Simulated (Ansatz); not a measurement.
The same path of C₃H₁₁NSi₂ (17 atoms, charge 0, multiplicity 1) was run 3 times with different band settings. The coordinate that changes most is the dihedral Si6–C4–Si5–H13.

These are results of Ansatz 0.2.0, RKS PBE-D4/STO-3G, not measurements.

Relaxed end points:

```xyz
17
Properties=species:S:1:pos:R:3
N -0.307 -2.642 0.707
C 0.374 -1.293 0.833
C 0.780 -0.474 -0.482
C 0.407 0.991 0.005
Si -0.355 2.129 -1.281
Si -0.627 0.225 1.399
H -1.044 -2.492 -0.057
H 0.405 -3.246 0.178
H 1.275 -1.442 1.465
H 0.128 -0.791 -1.324
H 1.834 -0.601 -0.805
H 1.311 1.464 0.431
H -0.780 3.378 -0.666
H -1.518 1.489 -1.878
H 0.594 2.438 -2.342
H -2.051 0.136 1.100
H -0.446 0.729 2.757
```

```xyz
17
Properties=species:S:1:pos:R:3
N 0.256 -2.731 0.257
C 0.532 -1.310 0.711
C 0.945 -0.193 -0.359
C 0.133 1.037 0.230
Si -0.642 2.203 -1.023
Si -0.909 -0.184 1.241
H -0.343 -2.611 -0.624
H 1.183 -3.052 -0.177
H 1.311 -1.367 1.500
H 0.555 -0.483 -1.358
H 2.037 -0.023 -0.461
H 0.795 1.607 0.908
H 0.378 2.907 -1.788
H -1.475 3.190 -0.350
H -1.473 1.449 -1.949
H -2.184 -0.528 0.623
H -1.116 0.087 2.661
```

Common settings: movable images 7; climbing image yes; spring 5.0 eV/Å²; start path IDPP; force threshold 0.05 eV/Å; end points relaxed.

| run | optimiser | iteration limit | largest step |
| --- | --- | --- | --- |
| 1 | quadratic models (default) | 34 | default |
| 2 | quadratic models (default) | 10 | default |
| 3 | lbfgs | 39 | 0.02 Å |

(1) What does each run give, and how far can it be trusted?

Answers

(1) Run 1: converged after 4 iterations, highest image 0.060 eV above the first end. A vibrational analysis at the climbing image gives one clearly imaginary mode, 116i cm⁻¹: a first-order saddle point.
Run 2: converged after 4 iterations, highest image 0.060 eV above the first end. Another band between the same ends (7 images) ends at a top of the same energy, where a vibrational analysis finds 1 clearly imaginary mode.
Run 3: converged after 14 iterations, highest image 0.060 eV above the first end. Another band between the same ends (7 images) ends at a top of the same energy, where a vibrational analysis finds 1 clearly imaginary mode.
Limits of this set-up: minimal basis.
